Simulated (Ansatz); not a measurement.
Two structures of InSiH5Cl2, closed shell, reached by relaxing down either side of one saddle point (PBE0-D4/def2-TZVP). Energies are electronic, without zero-point energy. Program: Ansatz 0.2.0. Basis: def2-TZVPP and def2-QZVPP. Cores are frozen in the correlated methods. Filled d shells of the heavier atoms are correlated. Core potentials replace the inner electrons of the atoms past krypton. The def2 sets are not built for correlating such inner shells, so the correlated values are less sure here. Extrapolation: Hartree–Fock as exp(−7.88 √X), correlation as X^−2.97. First:

```xyz
9
angstrom
In 0.1437 -0.7590 -2.5087
H -2.0393 -0.6659 -0.7337
Cl -2.5444 0.4289 -1.2764
Cl -0.6158 -2.1773 -0.5638
H -0.3842 0.4973 1.5309
Si 1.0042 0.6229 1.0350
H 0.9804 0.7916 -0.4519
H 1.8103 -0.5753 1.3638
H 1.6453 1.8366 1.6047
```

Second:

```xyz
9
angstrom
In -1.7629 -1.2725 -2.0084
H -2.2365 0.4029 0.8434
Cl -0.9143 1.0275 -1.9537
Cl 0.6577 -1.7346 0.1044
H -2.5103 -0.0998 1.3247
Si 1.5356 0.1362 0.3631
H 2.0854 0.5783 -0.9319
H 2.6227 -0.0937 1.3443
H 0.5226 1.0557 0.9142
```

Q: Which bonds change from the first to the second?

A: InCl + SiH₄ + HCl → SiH₃Cl ([SiH3][Cl]) + InCl + H₂; bonds formed: In1–Cl3, H2–H5, Cl4–Si6; bonds broken: In1–Cl4, H2–Cl3, H5–Si6.

Q: Give the saddle point's structure and its height above each. (To be estimated.)

A: By the calculation: 119.1 kJ/mol above the first and 178.6 kJ/mol above the second (CCSD(T) at an estimated basis limit (MP2 extrapolated from triple and quadruple zeta, plus CCSD(T) − MP2 in triple zeta)).
```
9
angstrom
In -1.2605 -1.6109 -2.4898
H -1.1481 0.3863 -0.0075
Cl -2.0606 0.6892 -1.3921
Cl 0.5341 -1.7647 -0.4204
H -0.7773 0.1510 0.7747
Si 0.8962 0.2881 0.7673
H 1.2094 1.0671 -0.4450
H 2.0200 -0.4786 1.3573
H 0.5869 1.2726 1.8556
```

The search had been set up for a four-centre ligand exchange (forming In1–Si6, H2–H5, breaking In1–H2, H5–Si6); from that guess it ended on this step instead.

T1 diagnostic: at most 0.014.

Labels in which every atom is bracketed show which atoms are joined, not bond orders.

For scale, one of the runs: CCSD(T)/def2-TZVPP, 246 basis functions, launched by `ansatz run in.yaml --threads 8 --pin off --events-out ev --progress --plain --max-ram 19148MiB`. The run took 110 s on 8 CPU threads of an Arm Neoverse V1 (shared host), with 4.9 GiB of host memory at its peak.
